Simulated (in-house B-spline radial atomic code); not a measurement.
Configurations of the mercury ion Hg⁶⁺, with energies counted from [Xe] 4f14 5d6. Method: Dirac-Hartree-Fock, average of configuration, Fermi nucleus of rms radius 5.4648 fm. Calculated with a radial B-spline atomic code at the basis-set limit. Energies include first-order Breit, QED and recoil terms.

Occupations are held fixed; configurations that lie above the ionisation limit could autoionise.

```
                 configuration  E - E(ref) (eV)  highest orbital  its <r> (bohr)
             [Xe] 4f14 5d5 7p1            60.77            7p3/2           4.003
             [Xe] 4f14 5d5 8s1           70.127            8s1/2           5.473
             [Xe] 4f14 5d5 8p1           73.104            8p3/2            6.11
             [Xe] 4f14 5d5 7f1           76.748            7f7/2           6.403
             [Xe] 4f14 5d5 8f1           82.125            8f7/2           9.123
[Kr] 4d10 4f14 5s2 5p5 5d6 8s1           138.58            8s1/2           5.461
             [Xe] 4f13 5d6 5g1           171.94            5g7/2           3.825
             [Xe] 4f13 5d6 7g1           185.08            7g7/2           8.855
```

**Question.** Order these further configurations by energy, lowest first.
A. [Kr] 4d10 4f14 5s2 5p5 5d6 5g1
B. [Xe] 4f13 5d6 9p1
C. [Kr] 4d10 4f14 5s2 5p5 5d6 6g1
D. [Kr] 4d10 4f14 5s2 5p5 5d6 9s1
E. [Kr] 4d10 4f14 5s2 5p5 5d6 8g1

**Answer.** A (138.03 eV), C (146.2 eV), D (146.67 eV), E (154.41 eV), B (182.28 eV).

**Question.** How far above the reference does [Xe] 4f14 5d5 6g1 lie?

**Answer.** 77.705 eV; its least bound orbital is 6g7/2 with <r> = 6.128 bohr.

**Question.** How far above the reference does [Kr] 4d10 4f14 5s2 5p5 5d6 6f1 lie?

**Answer.** 135.97 eV; its least bound orbital is 6f7/2 with <r> = 4.073 bohr.

**Question.** How far above the reference does [Xe] 4f13 5d6 9g1 lie?

**Answer.** 190.54 eV; its least bound orbital is 9g7/2 with <r> = 15.63 bohr.
